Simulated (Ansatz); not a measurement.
Consider the atomization: `B[S][GaH][Cl]` → B• + Cl• + Ga• + 3 H• + S•.

Gas-phase electronic energies from Ansatz, PBE0-D4/def2-TZVP geometries. CBS: MP2 limit from def2 TZ/QZ plus the TZ coupled-cluster correction, frozen cores. This one scheme is used for every species, atoms too. Functionals use def2-TZVPP. No spin–orbit coupling; open shells (•) take unrestricted orbitals. Spin–orbit coupling would lower the free atoms: a little for B, Cl, S; clearly for Ga. For Ga outer-core shells are correlated without core-valence functions, so the limit isn't a true one: a few kJ/mol of doubt a bond, and 10 to 20 or more in all where bonds break to atoms. Scalar relativity is left out up to krypton. One conformer a species, not always the lowest.

(1) What is ΔE at CCSD(T)/CBS? (An estimate is asked.)

(2) What do these levels give: PBE-D4, revPBE-D4, CAM-B3LYP-D4, PBE-QIDH, revPBE, LC-ωPBE, HF/def2-SVP, CCSD/def2-SVP, CCSD(T)/def2-TZVPP, SCS-MP2/def2-QZVPP, HF/CBS(def2), MP2/CBS(def2)? (Best estimate.)

Largest T1 diagnostic among the species: 0.014.

Results:

(1) Computed: +21.95 eV.

(2) Computed: PBE-D4 22.17, revPBE-D4 21.65, CAM-B3LYP-D4 21.83, PBE-QIDH 22.07, revPBE 21.18, LC-ωPBE 21.79, HF/def2-SVP 16.91, CCSD/def2-SVP 20.46, CCSD(T)/def2-TZVPP 21.48, SCS-MP2/def2-QZVPP 22.01, HF/CBS(def2) 16.78, MP2/CBS(def2) 22.42 eV.

The D4 term adds +0.31 eV with B3LYP and +0.16 eV with PBE0; it sums over pairs of atoms, weighted by their polarisabilities, and B3LYP, whose exchange is more repulsive, gets the larger term. From r2SCAN to r2SCAN0 (25 % exact exchange), in def2-TZVPP and without D4, ΔE moves by −0.28 eV: exact exchange takes away binding that semilocal exchange gives to molecules.

B3LYP here is the variant with VWN-RPA as its local correlation; programs differ in this.

For atomizations the MP2-based limit and the directly extrapolated one differ by several kJ/mol either way, and by 10 to 25 for some Ge, Se and Sn compounds, so smaller differences from it don't rank the levels.
